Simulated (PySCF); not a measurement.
C2H6BNO, SMILES NB1OCC1. Coordinates come from a B3LYP-D3(BJ)/def2-SVP optimisation. This is a generated structure with no PubChem entry under its InChIKey; it may be hypothetical. One conformer was computed; it need not be the lowest.

Method: B3LYP-D3(BJ)/def2-SVP (PySCF).

Harmonic wavenumbers (cm⁻¹): 154, 324, 382, 388, 545, 626, 776, 800, 875, 936, 973, 996, 1117, 1171, 1194, 1195, 1360, 1413, 1454, 1507, 1609, 3032, 3075, 3088, 3132, 3604, 3712. Rotational constants (GHz): 11.35, 4.464, 3.341; symmetry number 1.

### Question
Work out the zero-point energy and the ideal-gas rigid-rotor harmonic-oscillator thermochemistry at 298.15 K and 1 atm.

### Answer
ZPE = ½ Σ hcν = ½ × 39440 cm⁻¹ = 235.90 kJ/mol. H − E(el) = 252.30 kJ/mol. Entropy in J/(mol K): translation 161.89, rotation 104.83, vibration 33.82, total 300.53. G − E(el) = 162.70 kJ/mol. Cp = 88.14 J/(mol K).
